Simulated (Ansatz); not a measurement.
Born–Oppenheimer molecular dynamics of Cl2H5NSi2 (10 atoms, charge 0, multiplicity 1). It starts from a relaxed structure.

These are results of RKS PBE0/STO-3G (Ansatz), not measurements.

```
ensemble                      : NVE (velocity Verlet)
time step                     : 0.5 fs
steps asked                   : 100
starting velocities drawn for : 1500 K
masses                        : H 2.014 u
seed                          : 13149
```

Frames 0.5 fs apart, positions in Å, forces in eV/Å.

Velocities at 25 fs (Å/ps):

```
Si -1.36 0.19 1.82
N 6.12 9.04 0.73
H -0.49 13.83 -16.52
H -9.32 -22.45 26.18
Si 1.81 -1.47 -2.40
H -30.14 -15.98 -5.36
H 16.84 -13.94 26.71
H -25.96 7.53 -4.13
Cl -2.38 -4.38 1.43
Cl 2.39 3.58 -2.80
```

```xyz
10
Properties=species:S:1:pos:R:3:forces:R:3 time_fs=25 energy_less_start_eV=0.836 T=693
Si 0.059 -0.020 0.193 1.55 0.65 -1.57
N 0.002 -0.034 1.885 1.88 -0.30 -0.38
H -0.866 -0.105 2.378 -1.33 -0.01 1.01
H 0.843 -0.014 2.514 -0.91 -0.13 -0.76
Si 2.307 -0.089 -0.792 -2.59 0.97 -1.31
H 2.779 -1.493 -0.936 0.05 1.11 0.62
H 1.873 0.307 -2.190 0.74 -0.41 1.43
H 3.173 1.040 -0.308 -0.50 -1.44 -0.10
Cl -1.052 1.756 -0.418 0.64 -0.66 0.28
Cl -1.139 -1.474 -0.867 0.47 0.23 0.79
10
Properties=species:S:1:pos:R:3:forces:R:3 time_fs=25.5 energy_less_start_eV=0.827 T=702
Si 0.059 -0.019 0.193 1.66 0.66 -1.61
N 0.006 -0.030 1.885 1.82 -0.32 -0.30
H -0.867 -0.098 2.370 -1.37 -0.01 1.03
H 0.838 -0.025 2.527 -0.88 -0.12 -0.84
Si 2.308 -0.090 -0.793 -2.65 0.77 -1.02
H 2.764 -1.501 -0.938 0.10 1.15 0.64
H 1.882 0.300 -2.176 0.63 -0.31 1.09
H 3.159 1.043 -0.310 -0.39 -1.39 -0.06
Cl -1.054 1.754 -0.417 0.63 -0.64 0.29
Cl -1.138 -1.472 -0.868 0.45 0.20 0.79
10
Properties=species:S:1:pos:R:3:forces:R:3 time_fs=26 energy_less_start_eV=0.817 T=712
Si 0.058 -0.019 0.194 1.77 0.67 -1.65
N 0.009 -0.025 1.885 1.60 -0.34 -0.19
H -0.869 -0.091 2.364 -1.28 0.01 0.98
H 0.832 -0.037 2.538 -0.81 -0.10 -0.88
Si 2.308 -0.091 -0.795 -2.72 0.55 -0.67
H 2.749 -1.507 -0.940 0.15 1.17 0.65
H 1.892 0.293 -2.160 0.50 -0.19 0.69
H 3.146 1.044 -0.312 -0.26 -1.31 0.00
Cl -1.055 1.751 -0.416 0.61 -0.62 0.29
Cl -1.137 -1.471 -0.870 0.43 0.18 0.78
10
Properties=species:S:1:pos:R:3:forces:R:3 time_fs=26.5 energy_less_start_eV=0.809 T=718
Si 0.058 -0.019 0.195 1.87 0.67 -1.67
N 0.013 -0.021 1.886 1.21 -0.37 -0.06
H -0.874 -0.085 2.359 -1.07 0.03 0.86
H 0.825 -0.048 2.549 -0.69 -0.09 -0.89
Si 2.308 -0.091 -0.796 -2.77 0.30 -0.27
H 2.735 -1.511 -0.941 0.21 1.16 0.67
H 1.902 0.285 -2.144 0.35 -0.05 0.22
H 3.132 1.044 -0.314 -0.11 -1.20 0.07
Cl -1.056 1.749 -0.415 0.60 -0.60 0.29
Cl -1.135 -1.469 -0.871 0.41 0.15 0.78
10
Properties=species:S:1:pos:R:3:forces:R:3 time_fs=27 energy_less_start_eV=0.810 T=717
Si 0.058 -0.019 0.195 1.96 0.67 -1.70
N 0.017 -0.017 1.886 0.71 -0.40 0.08
H -0.879 -0.077 2.354 -0.78 0.06 0.70
H 0.817 -0.060 2.558 -0.54 -0.09 -0.85
Si 2.308 -0.092 -0.797 -2.83 0.05 0.17
H 2.720 -1.514 -0.941 0.27 1.14 0.68
H 1.913 0.277 -2.127 0.18 0.10 -0.29
H 3.118 1.042 -0.316 0.04 -1.07 0.14
Cl -1.057 1.747 -0.415 0.58 -0.57 0.30
Cl -1.134 -1.467 -0.872 0.39 0.12 0.77
10
Properties=species:S:1:pos:R:3:forces:R:3 time_fs=27.5 energy_less_start_eV=0.824 T=704
Si 0.058 -0.018 0.195 2.05 0.67 -1.71
N 0.021 -0.012 1.886 0.11 -0.42 0.20
H -0.886 -0.070 2.351 -0.42 0.09 0.51
H 0.808 -0.072 2.567 -0.35 -0.09 -0.78
Si 2.308 -0.092 -0.799 -2.88 -0.21 0.65
H 2.706 -1.516 -0.940 0.34 1.08 0.69
H 1.923 0.269 -2.111 0.01 0.26 -0.85
H 3.103 1.039 -0.318 0.21 -0.92 0.23
Cl -1.058 1.744 -0.414 0.57 -0.55 0.30
Cl -1.133 -1.465 -0.873 0.37 0.10 0.77
10
Properties=species:S:1:pos:R:3:forces:R:3 time_fs=28 energy_less_start_eV=0.852 T=677
Si 0.058 -0.018 0.196 2.12 0.66 -1.72
N 0.025 -0.008 1.886 -0.51 -0.42 0.29
H -0.892 -0.063 2.348 -0.04 0.11 0.31
H 0.799 -0.084 2.575 -0.15 -0.10 -0.68
Si 2.308 -0.093 -0.800 -2.94 -0.47 1.15
H 2.692 -1.517 -0.938 0.40 1.01 0.69
H 1.934 0.262 -2.096 -0.17 0.42 -1.43
H 3.090 1.035 -0.320 0.37 -0.75 0.32
Cl -1.059 1.742 -0.413 0.55 -0.52 0.30
Cl -1.131 -1.463 -0.874 0.35 0.07 0.76
10
Properties=species:S:1:pos:R:3:forces:R:3 time_fs=28.5 energy_less_start_eV=0.893 T=637
Si 0.058 -0.018 0.196 2.18 0.65 -1.72
N 0.029 -0.004 1.887 -1.13 -0.41 0.36
H -0.899 -0.056 2.346 0.33 0.14 0.12
H 0.789 -0.096 2.581 0.07 -0.13 -0.57
Si 2.307 -0.093 -0.801 -3.00 -0.72 1.63
H 2.679 -1.516 -0.936 0.47 0.91 0.70
H 1.945 0.255 -2.082 -0.33 0.57 -1.99
H 3.076 1.030 -0.321 0.55 -0.57 0.41
Cl -1.060 1.740 -0.412 0.54 -0.50 0.31
Cl -1.130 -1.462 -0.875 0.34 0.05 0.75
10
Properties=species:S:1:pos:R:3:forces:R:3 time_fs=29 energy_less_start_eV=0.943 T=589
Si 0.059 -0.017 0.195 2.23 0.64 -1.71
N 0.033 0.000 1.887 -1.70 -0.39 0.38
H -0.906 -0.049 2.344 0.67 0.16 -0.05
H 0.780 -0.108 2.587 0.27 -0.15 -0.45
Si 2.306 -0.094 -0.803 -3.08 -0.93 2.06
H 2.666 -1.514 -0.932 0.54 0.79 0.70
H 1.955 0.248 -2.071 -0.48 0.72 -2.51
H 3.063 1.024 -0.322 0.72 -0.38 0.51
Cl -1.060 1.737 -0.411 0.52 -0.47 0.31
Cl -1.129 -1.460 -0.876 0.32 0.02 0.75
10
Properties=species:S:1:pos:R:3:forces:R:3 time_fs=29.5 energy_less_start_eV=0.994 T=541
Si 0.059 -0.017 0.195 2.26 0.63 -1.69
N 0.037 0.004 1.888 -2.19 -0.36 0.38
H -0.912 -0.041 2.341 0.95 0.17 -0.18
H 0.771 -0.120 2.593 0.45 -0.19 -0.33
Si 2.305 -0.095 -0.803 -3.17 -1.10 2.41
H 2.654 -1.511 -0.928 0.61 0.64 0.69
H 1.965 0.243 -2.063 -0.60 0.83 -2.95
H 3.051 1.018 -0.322 0.88 -0.18 0.61
Cl -1.061 1.734 -0.410 0.51 -0.44 0.31
Cl -1.127 -1.458 -0.877 0.30 0.00 0.74
10
Properties=species:S:1:pos:R:3:forces:R:3 time_fs=30 energy_less_start_eV=1.036 T=500
Si 0.060 -0.016 0.195 2.29 0.61 -1.66
N 0.040 0.008 1.888 -2.58 -0.32 0.36
H -0.916 -0.033 2.339 1.16 0.18 -0.28
H 0.763 -0.133 2.598 0.60 -0.22 -0.24
Si 2.304 -0.096 -0.804 -3.28 -1.21 2.65
H 2.643 -1.508 -0.923 0.67 0.48 0.68
H 1.974 0.239 -2.058 -0.68 0.91 -3.26
H 3.041 1.012 -0.322 1.03 0.00 0.71
Cl -1.062 1.732 -0.409 0.50 -0.42 0.31
Cl -1.126 -1.456 -0.878 0.29 -0.03 0.73
10
Properties=species:S:1:pos:R:3:forces:R:3 time_fs=30.5 energy_less_start_eV=1.062 T=476
Si 0.062 -0.015 0.194 2.30 0.60 -1.62
N 0.043 0.012 1.889 -2.83 -0.27 0.33
H -0.920 -0.025 2.336 1.30 0.19 -0.35
H 0.755 -0.145 2.603 0.70 -0.26 -0.18
Si 2.302 -0.097 -0.805 -3.42 -1.24 2.74
H 2.632 -1.504 -0.917 0.74 0.30 0.68
H 1.982 0.235 -2.058 -0.71 0.95 -3.41
H 3.031 1.005 -0.320 1.16 0.17 0.79
Cl -1.063 1.729 -0.409 0.49 -0.39 0.31
Cl -1.124 -1.454 -0.879 0.28 -0.05 0.72
```

Of the whole run (50 fs, mean temperature of the second half 825 K): The conserved energy stayed within 0.32 meV per atom of its start (net change 0.17 meV per atom), so the integration is sound. A run of 0.05 ps of so small a system gives no equilibrium averages. Limits of this set-up: minimal basis.

Run time: 3.5 min on 1 thread of Intel(R) Xeon(R) Platinum 8488C (Sapphire Rapids) (shared host), peak memory 0.14 GiB.
